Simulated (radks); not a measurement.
Values are calculated unless marked as measured or tabulated.
Charge is removed step by step from the 4s down level of the hafnium ion Hf2+, starting from [Ar] 3d10 4s(up 1, down 1) 4p6 4d10 4f14 5s2 5p6 5d2. Level of theory: scalar-relativistic Kohn-Sham, r2SCAN, spin-polarised, spherical densities, finite nucleus; open shells are filled with parallel spins first (spin-orbit coupling, left out, can overturn this in heavy ions); meta-GGA in the generalised Kohn-Sham scheme; Fermi nuclear charge, rms radius 5.347 fm (a radial shooting solver on a logarithmic mesh with Libxc functionals).

| removed (e) | E - E(0) (eV) | eigenvalue (eV) | E minus straight line (eV) |
|---|---|---|---|
| 0 | 0.000 | -536.32 | 0.000 |
| 0.1 | 53.681 | -538.53 | -1.037 |
| 0.2 | 107.58 | -540.77 | -1.851 |
| 0.3 | 161.71 | -543.04 | -2.440 |
| 0.4 | 216.07 | -545.34 | -2.800 |
| 0.5 | 270.66 | -547.67 | -2.928 |
| 0.6 | 325.48 | -550.03 | -2.822 |
| 0.7 | 380.54 | -552.42 | -2.478 |
| 0.8 | 435.85 | -554.82 | -1.895 |
| 0.9 | 491.39 | -557.26 | -1.070 |
| 1 | 547.18 | -559.71 | 0.000 |

Removing the whole electron costs 547.18 eV by Delta-SCF, against 536.32 eV from minus the eigenvalue at the starting occupation. Slater's transition state (half an electron removed) gives 547.67 eV. Integrating minus the eigenvalue over the occupation (Janak's theorem) gives 547.79 eV. In this scalar-relativistic scheme the density is built from large components alone, so the theorem holds only approximately. The mean slope of the eigenvalue, de/dn, is 23.4 eV per electron.
